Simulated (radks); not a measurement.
Q: These are the eigenvalues of the occupied orbitals of an atom or ion with whole-number occupations (hartree). All-electron calculation, Dirac Kohn-Sham, PBE, spin-unpolarised, spherical densities, finite nucleus; Fermi nuclear charge, rms radius of each element as measured or else 0.836 A^(1/3) + 0.57 fm. Program: a radial shooting solver on a logarithmic mesh with Libxc functionals.

orbital  eigenvalue
1s1/2     -586.3836
2s1/2     -80.19329
2p1/2     -73.06528
2p3/2     -70.55107
3s1/2     -13.18269
3p1/2     -10.59355
3p3/2     -10.20778
3d3/2      -5.66398
3d5/2      -5.59658
4s1/2      -2.35167
4p1/2      -1.69253
4p3/2      -1.64545
6s1/2      -0.31157

Which element is it, and in what charge state? The configuration may be excited. Open shells, if any, fill j = l - 1/2 first.

A: Z = 38, strontium, charge +2: Sr2+ in [Ar] 3d10 4s2 4p5 6s1. The list shows which subshells hold electrons but not how many an open one holds; the 1s level, -586.38 hartree, gives Z - s = 34.2 by -(Z - s)^2/2, which with screening and relativity narrows Z to a few neighbours, and the depths of the outer levels then fix element, charge and occupations together.
